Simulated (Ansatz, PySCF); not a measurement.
SbCl4, SMILES [Cl][Sb+]([Cl])([Cl])[Cl], charge +1. Atoms are numbered in the order given.

```xyz
5

Sb     0.0000     0.0000     0.0000
Cl     1.3168     1.3168    -1.3168
Cl    -1.3168     1.3168     1.3168
Cl    -1.3168    -1.3168    -1.3168
Cl     1.3168    -1.3168     1.3168
```
Charge +1, spin multiplicity 1.

The structure is a stationary point at r2SCAN-D4/def2-SVP. The multiplicity is an assumed one; no other spin state was optimised. The isomer is the one that the SMILES or the coordinates give; other isomers of the formula were not compared. The def2 effective core potentials stand for the cores of Sb; spin–orbit coupling is left out.

Vertical ionisation energy (IE) and electron affinity (EA) in eV. Rows of orbital energies are one-electron estimates. Where ΔSCF, EOM or ADC give a negative EA the extra electron is unbound and the value depends on the basis.

| level | IE | EA |
|---|---|---|
| −ε(HOMO), −ε(LUMO), ωB97X/def2-TZVP (PySCF) | 17.55 | 7.78 |
| −ε(HOMO), −ε(LUMO), PBE/def2-TZVP (PySCF) | ? | ? |
| ΔSCF, CAM-B3LYP/def2-SVPD (Ansatz), final states of multiplicity 2 and 2 | 17.44 | 8.23 |
| ΔSCF, PBE/def2-SVPD (Ansatz), final states of multiplicity 2 and 2 | 16.33 | 8.16 |

Some entries are withheld; supply them. (An estimate is asked for; the answer gives what the named calculation found.)


- −ε(HOMO), −ε(LUMO), PBE/def2-TZVP (PySCF), IE: 13.61
- −ε(HOMO), −ε(LUMO), PBE/def2-TZVP (PySCF), EA: 10.63

What vertical singlet–triplet gap does ΔSCF give with CAM-B3LYP/def2-SVPD (Ansatz, a quantum-chemistry and plane-wave program) and with PBE/def2-SVPD (Ansatz)? (The exact figures need the calculation; the answer reports its results.)

3.82 and 2.83 eV (triplet above singlet where positive).
